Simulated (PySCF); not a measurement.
Job file and geometry (Å, from PBE0-D3(BJ)/def2-SVP) of an NMR shielding run on TMS-CHClF (SMILES C[Si](C)(C)[C@H](F)Cl), PySCF, GIAO PBE0/pcSseg-1 NMR shielding, non-relativistic, gas phase; density fitting, a coarse starting grid and PySCF grid level 2 are the driver's defaults:

```
{"job": {"kind": "nmr", "xc": "PBE0", "basis": "pcSseg-1"}, "charge": 0, "multiplicity": 1}
C     -0.505890    -1.162699    -1.372742
Si     0.091973    -0.032798    -0.005980
C      1.284722     1.273616    -0.624294
C      0.811252    -1.014350     1.422812
C     -1.461546     0.867899     0.679396
F     -2.353368    -0.047052     1.161141
Cl    -2.241709     1.816806    -0.633190
H     -1.252397    -1.871318    -0.982025
H     -0.981166    -0.580689    -2.176564
H      0.325133    -1.741404    -1.804898
H      1.606147     1.943745     0.188375
H      2.186169     0.804728    -1.049574
H      0.814574     1.886381    -1.408234
H      0.061578    -1.711285     1.827987
H      1.681092    -1.604250     1.092730
H      1.143186    -0.355985     2.240938
H     -1.255699     1.597364     1.480019
```

Task: Write the output of this run.

Result: 
```
coarse grid: 14880 points
cycle   1  E = -1007.2488730203  dE =  3.988e-01  |g| = 6.677e-01  |ddm| = 3.542e+00
cycle   2  E = -1007.1885555969  dE =  6.032e-02  |g| = 8.850e-01  |ddm| = 1.071e+00
cycle   3  E = -1007.3445050465  dE = -1.559e-01  |g| = 9.850e-02  |ddm| = 6.237e-01
cycle   4  E = -1007.3463322562  dE = -1.827e-03  |g| = 3.082e-02  |ddm| = 8.792e-02
cycle   5  E = -1007.3465214345  dE = -1.892e-04  |g| = 5.803e-03  |ddm| = 2.627e-02
cycle   6  E = -1007.3465294571  dE = -8.023e-06  |g| = 1.598e-03  |ddm| = 7.850e-03
final grid: 133832 points
cycle   7  E = -1007.3926330491  dE = -3.396e-05  |g| = 9.040e-03  |ddm| = 2.176e-02
cycle   8  E = -1007.3926251158  dE =  7.933e-06  |g| = 1.114e-02  |ddm| = 1.438e-02
cycle   9  E = -1007.3926510086  dE = -2.589e-05  |g| = 1.159e-03  |ddm| = 7.920e-03
cycle  10  E = -1007.3926511978  dE = -1.892e-07  |g| = 3.184e-04  |ddm| = 9.339e-04
cycle  11  E = -1007.3926512154  dE = -1.758e-08  |g| = 4.539e-05  |ddm| = 2.232e-04
cycle  12  E = -1007.3926512158  dE = -4.518e-10  |g| = 1.569e-05  |ddm| = 6.054e-05
converged SCF energy = -1007.3926512158

GIAO shielding tensors (ppm)
atom      isotropic    diamagn.    paramagn.     s11        s22        s33       span
  0 C      191.353     254.601     -63.248    187.752    189.525    196.782      9.030
  1 Si     347.089     880.727    -533.638    334.418    347.273    359.575     25.157
  2 C      188.293     255.346     -67.053    184.712    187.496    192.672      7.960
  3 C      188.106     255.030     -66.924    184.516    186.167    193.634      9.119
  4 C       76.690     251.495    -174.806     38.360     73.477    118.232     79.872
  5 F      367.770     473.702    -105.933    283.183    331.370    488.756    205.573
  6 Cl     757.765    1147.132    -389.367    446.063    812.431   1014.802    568.739
  7 H       31.000      30.422       0.578     26.515     28.597     37.889     11.374
  8 H       30.688      30.220       0.469     25.481     29.494     37.091     11.610
  9 H       31.400      30.444       0.957     26.962     28.445     38.794     11.833
 10 H       31.353      30.668       0.685     27.157     28.389     38.513     11.356
 11 H       31.282      30.555       0.727     26.900     28.385     38.560     11.660
 12 H       30.934      30.376       0.558     25.813     29.955     37.034     11.221
 13 H       30.938      30.663       0.274     26.222     29.025     37.566     11.344
 14 H       31.204      30.538       0.666     26.815     28.512     38.285     11.470
 15 H       31.259      30.754       0.505     26.863     28.446     38.469     11.605
 16 H       25.352      30.289      -4.937     22.644     25.619     27.795      5.151
```

Task: Turn these shieldings into chemical shifts. δ = σ(ref) − σ, references computed at the same level: 13C (σ = 184.41 ppm), 29Si (σ = 351.99 ppm), 1H (σ = 31.27 ppm) against TMS; CFCl3 for 19F (σ = 177.25 ppm); 35Cl (σ = 943.27 ppm) vs HCl.

Result: Averaging equivalent atoms: C 4: 107.7; C 0/2/3: -4.8; Si 1: 4.9; F 5: -190.5; Cl 6: 186; H 16: 5.91; H 7/8/9/10/11/12/13/14/15: 0.15 ppm. Unscaled 19F shifts against computed CFCl3 carry errors that often reach 10 to 50 ppm.

Size and cost of the density-fitted run: 183 basis functions, 27 s wall time on 1 thread of an Arm Neoverse V1, shared host.
